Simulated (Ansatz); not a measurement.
Complex (SMILES): F (HF) with FCl (F-Cl), atoms 1 to 2 the first; geometry from B3LYP-D3(BJ)/def2-TZVP, monomers rigid:
```xyz
4

F      0.3477     0.0277    -0.4961
H     -0.5669     0.0474    -0.3400
F     -2.4822     0.0933    -0.3591
Cl    -3.1336     0.1260    -1.8747
```

Basis-set convergence of the uncorrected interaction energy at HF with Ansatz (a first-principles code). Cartesian d functions, on some or all atoms, in 6-31G*, 6-31+G*, 6-311G**, 6-311+G**; all else is spherical. No added dispersion term, no relativity. Functions are those of the species that has most. Reference: the counterpoise-corrected one, the value in aug-pcseg-3, -1.59 kcal/mol, itself unsure by roughly 0.02 kcal/mol (its mean distance from aug-cc-pV(Q+d)Z, def2-QZVPPD, counterpoise-corrected). Deviations are taken from unrounded values.

```json
[
 {"basis": "6-31G*", "functions": "51", "uncorrected interaction energy (kcal/mol)": "-3.16"},
 {"basis": "6-31+G*", "functions": "63", "uncorrected interaction energy (kcal/mol)": "-2.46"},
 {"basis": "def2-SVP", "functions": "51", "uncorrected interaction energy (kcal/mol)": "-3.40"},
 {"basis": "def2-SVPD", "functions": "81", "uncorrected interaction energy (kcal/mol)": "-2.38"},
 {"basis": "pcseg-1", "functions": "51", "uncorrected interaction energy (kcal/mol)": "-2.77"},
 {"basis": "aug-pcseg-1", "functions": "82", "uncorrected interaction energy (kcal/mol)": "-2.50"},
 {"basis": "cc-pV(D+d)Z", "functions": "56", "uncorrected interaction energy (kcal/mol)": "-3.31"},
 {"basis": "aug-cc-pV(D+d)Z", "functions": "87", "uncorrected interaction energy (kcal/mol)": "-1.84"},
 {"basis": "6-311G**", "functions": "69", "uncorrected interaction energy (kcal/mol)": "-3.08"},
 {"basis": "6-311+G**", "functions": "81", "uncorrected interaction energy (kcal/mol)": "-2.43"},
 {"basis": "def2-TZVP", "functions": "105", "uncorrected interaction energy (kcal/mol)": "-1.80"},
 {"basis": "def2-TZVPD", "functions": "135", "uncorrected interaction energy (kcal/mol)": "-1.58"},
 {"basis": "pcseg-2", "functions": "108", "uncorrected interaction energy (kcal/mol)": "-1.78"},
 {"basis": "aug-pcseg-2", "functions": "165", "uncorrected interaction energy (kcal/mol)": "-1.80"},
 {"basis": "cc-pV(T+d)Z", "functions": "113", "uncorrected interaction energy (kcal/mol)": "-2.08"},
 {"basis": "aug-cc-pV(T+d)Z", "functions": "170", "uncorrected interaction energy (kcal/mol)": "-1.66"},
 {"basis": "def2-TZVPP", "functions": "118", "uncorrected interaction energy (kcal/mol)": "-1.79"},
 {"basis": "def2-TZVPPD", "functions": "148", "uncorrected interaction energy (kcal/mol)": "-1.60"},
 {"basis": "cc-pV(Q+d)Z", "functions": "204", "uncorrected interaction energy (kcal/mol)": "-1.76"},
 {"basis": "aug-cc-pV(Q+d)Z", "functions": "295", "uncorrected interaction energy (kcal/mol)": "-1.65"},
 {"basis": "def2-QZVPP", "functions": "214", "uncorrected interaction energy (kcal/mol)": "-1.66"},
 {"basis": "def2-QZVPPD", "functions": "244", "uncorrected interaction energy (kcal/mol)": "-1.58"},
 {"basis": "pcseg-3", "functions": "217", "uncorrected interaction energy (kcal/mol)": "-1.67"},
 {"basis": "aug-pcseg-3", "functions": "308", "uncorrected interaction energy (kcal/mol)": "-1.65"}
]
```

What the diffuse functions change, pair by pair:
- 6-31G* to 6-31+G*: 12 more functions, deviation -1.56 to -0.87 kcal/mol
- def2-SVP to def2-SVPD: 30 more functions, deviation -1.80 to -0.79 kcal/mol
- pcseg-1 to aug-pcseg-1: 31 more functions, deviation -1.18 to -0.91 kcal/mol
- cc-pV(D+d)Z to aug-cc-pV(D+d)Z: 31 more functions, deviation -1.71 to -0.25 kcal/mol
- 6-311G** to 6-311+G**: 12 more functions, deviation -1.49 to -0.83 kcal/mol
- def2-TZVP to def2-TZVPD: 30 more functions, deviation -0.20 to 0.01 kcal/mol
- pcseg-2 to aug-pcseg-2: 57 more functions, deviation -0.19 to -0.21 kcal/mol
- cc-pV(T+d)Z to aug-cc-pV(T+d)Z: 57 more functions, deviation -0.49 to -0.06 kcal/mol
- def2-TZVPP to def2-TZVPPD: 30 more functions, deviation -0.20 to 0.00 kcal/mol
- cc-pV(Q+d)Z to aug-cc-pV(Q+d)Z: 91 more functions, deviation -0.17 to -0.05 kcal/mol
- def2-QZVPP to def2-QZVPPD: 30 more functions, deviation -0.07 to 0.01 kcal/mol
- pcseg-3 to aug-pcseg-3: 91 more functions, deviation -0.07 to -0.05 kcal/mol

Leaving out the reference's own pair, they bring the value nearer the reference by more than 0.02 kcal/mol in 10 of 11 pairs.
